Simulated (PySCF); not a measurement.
Running PySCF for GaH2⁺

The script input.py:

```python
from pyscf import gto, scf, mp

mol = gto.M(
    atom='Ga 0 0 0; H 0 0 1.5278; H 0 0 -1.5278',
    basis='def2-tzvp',
    charge=1,
    spin=0,
    verbose=4,
)
mf = scf.RHF(mol)
mf.kernel()
mp.MP2(mf).kernel()
mf.dip_moment()
print('orbital energies (hartree):', mf.mo_energy[..., max(0, mol.nelec[1]-3):mol.nelec[0]+3].round(4))
```

```bash
$ OMP_NUM_THREADS=1 python input.py
```

It prints (some set-up lines and the per-cycle HOMO/LUMO lines with their warnings removed):

```
PySCF version 2.14.0

[INPUT] verbose = 4
[INPUT] num. atoms = 3
[INPUT] num. electrons = 32
[INPUT] charge = 1
[INPUT] spin (= nelec alpha-beta = 2S) = 0
[INPUT] symmetry False subgroup None
[INPUT] Mole.unit = angstrom
[INPUT] Symbol           X                Y                Z      unit          X                Y                Z       unit  Magmom
[INPUT]  1 Ga     0.000000000000   0.000000000000   0.000000000000 AA    0.000000000000   0.000000000000   0.000000000000 Bohr   0.0
[INPUT]  2 H      0.000000000000   0.000000000000   1.527800000000 AA    0.000000000000   0.000000000000   2.887123573111 Bohr   0.0
[INPUT]  3 H      0.000000000000   0.000000000000  -1.527800000000 AA    0.000000000000   0.000000000000  -2.887123573111 Bohr   0.0

nuclear repulsion = 21.6478437508182
number of shells = 24
number of NR pGTOs = 116
number of NR cGTOs = 60
basis = def2-tzvp
ecp = {}

******** <class 'pyscf.scf.hf.RHF'> ********
method = RHF
initial guess = minao
damping factor = 0
level_shift factor = 0
DIIS = <class 'pyscf.scf.diis.CDIIS'>
diis_start_cycle = 1
diis_space = 8
diis_damp = 0
SCF conv_tol = 1e-09
SCF conv_tol_grad = None
SCF max_cycles = 50
direct_scf = True
direct_scf_tol = 1e-13
Set gradient conv threshold to 3.16228e-05
Initial guess from minao.
init E= -1923.67064722351
cycle= 1 E= -1924.08270817773  delta_E= -0.412  |g|= 0.381  |ddm|= 1.22
cycle= 2 E= -1924.11278325374  delta_E= -0.0301  |g|=  0.3  |ddm|= 0.422
cycle= 3 E= -1924.1195124256  delta_E= -0.00673  |g|= 0.0296  |ddm|= 0.123
cycle= 4 E= -1924.12003256853  delta_E= -0.00052  |g|= 0.00784  |ddm|= 0.0571
cycle= 5 E= -1924.12004620266  delta_E= -1.36e-05  |g|= 0.000434  |ddm|= 0.0102
cycle= 6 E= -1924.12004628332  delta_E= -8.07e-08  |g|= 6.64e-05  |ddm|= 0.000981
cycle= 7 E= -1924.12004628514  delta_E= -1.82e-09  |g|= 5.92e-06  |ddm|= 0.000174
cycle= 8 E= -1924.12004628516  delta_E= -1.57e-11  |g|= 8.48e-07  |ddm|= 9e-06
Extra cycle  E= -1924.12004628516  delta_E= 4.09e-12  |g|= 2.72e-07  |ddm|= 1.04e-06
converged SCF energy = -1924.12004628516

******** <class 'pyscf.mp.mp2.RMP2'> ********
nocc = 16, nmo = 60
E(RMP2) = -1924.47067815439  E_corr = -0.350631869231966
E(SCS-RMP2) = -1924.44957495347  E_corr = -0.329528668310377
E_corr(same-spin) = -0.105264893963056
E_corr(oppo-spin) = -0.24536697526891

WARN: System has nonzero charge 1; the dipole moment is origin-dependent.
Location of origin: [0. 0. 0.]

Dipole moment(X, Y, Z, Debye):  0.00000,  0.00000,  0.00000
orbital energies (hartree): [-1.4995 -0.8358 -0.7205 -0.1939 -0.1939 -0.1269]
```

In short: E(SCF) = -1924.120046 Eh, 8 cycles, E(MP2) − E(SCF) = -0.35063 Eh.

Run time: 2 s on 1 thread of Arm Neoverse N1 (shared host), peak memory 0.14 GiB.

The dipole of an ion depends on the origin.
